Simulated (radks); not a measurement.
Task: Numerical settings for the rhodium ion Rh+, [Kr] 4d8. Calculated with a radial shooting solver on a logarithmic mesh with Libxc functionals: Dirac Kohn-Sham, PBE, spin-unpolarised, spherical densities, finite nucleus; open shells fill j = l - 1/2 first; Fermi nuclear charge, rms radius 4.4945 fm. The defaults (mesh step 0.008 in ln r, mesh end at 40 bohr or more with all orbitals vanishing there, Anderson mixing 0.5 over 9 steps, residual threshold near 1e-9 with the energy settled to 1e-9 hartree or 1e-11 of itself, here a cap of 76 iterations) give E = -4784.6787 hartree and 4d5/2 at -13.390 eV in 14 iterations. Times are rough (one thread of a shared host). One setting is changed at a time: mesh step in ln r 0.05; mesh step in ln r 0.005; mesh step in ln r 0.08; mesh end (bohr) 5; mesh end (bohr) 12; residual threshold 1e-05; residual threshold 1e-16; mixing 2.5; linear mixing, mixing 0.8; linear mixing, mixing 0.05; mixing history 20; iteration cap 2. Which runs fail to converge, and which converge to a wrong energy?

Result: Not converged within the cap: mesh step in ln r 0.08; residual threshold 1e-16; linear mixing, mixing 0.8; linear mixing, mixing 0.05; iteration cap 2. Settings that end as converged yet miss the energy by more than 1 mhartree: mesh end (bohr) 5 (+0.019 hartree).
